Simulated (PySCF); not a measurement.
Computed vibrations of CeF4

CeF4 (singlet). PySCF 2.14.0, RKS PBE0, Ce lcecp-2-SVP with ECP46, F def2-SVP; non-relativistic Hamiltonian with scalar-relativistic core potentials where named; density fitting; no spin-orbit coupling. Central differences of gradients.

```xyz
5

Ce    0.0000    0.0000    0.0000
F     1.1735    1.1735    1.1735
F    -1.1735   -1.1735    1.1735
F     1.1735   -1.1735   -1.1735
F    -1.1735    1.1735   -1.1735
```

Run from Python with OMP_NUM_THREADS=2. Where DIIS fails, smearing, a level shift and second-order steps follow.
It took 13 s on 2 threads of Arm Neoverse V2, with other jobs on the host.

(1) What are the harmonic wavenumbers and infrared intensities?

(2) Is this a minimum?

Results:

(1) Modes are labelled in Td; negative numbers are unstable modes, those under 60 cm⁻¹ near the noise; a finer grid moves soft modes by up to 10 cm⁻¹.
```json
{"cm⁻¹": "120", "km/mol": "0.0", "symmetry": "e"}
{"cm⁻¹": "120", "km/mol": "0.0", "symmetry": "e"}
{"cm⁻¹": "125", "km/mol": "32.0", "symmetry": "t2"}
{"cm⁻¹": "125", "km/mol": "32.0", "symmetry": "t2"}
{"cm⁻¹": "125", "km/mol": "32.0", "symmetry": "t2"}
{"cm⁻¹": "626", "km/mol": "184.8", "symmetry": "t2"}
{"cm⁻¹": "626", "km/mol": "184.8", "symmetry": "t2"}
{"cm⁻¹": "626", "km/mol": "184.8", "symmetry": "t2"}
{"cm⁻¹": "642", "km/mol": "0.0", "symmetry": "a1"}
```

(2) Yes. Ideal gas at 298.15 K and 1 bar: S = 341.1 J/(mol K), Cp = 89.9 J/(mol K), H − H(0 K) = 20.5 kJ/mol (rigid rotor, harmonic modes, spin degeneracy alone).
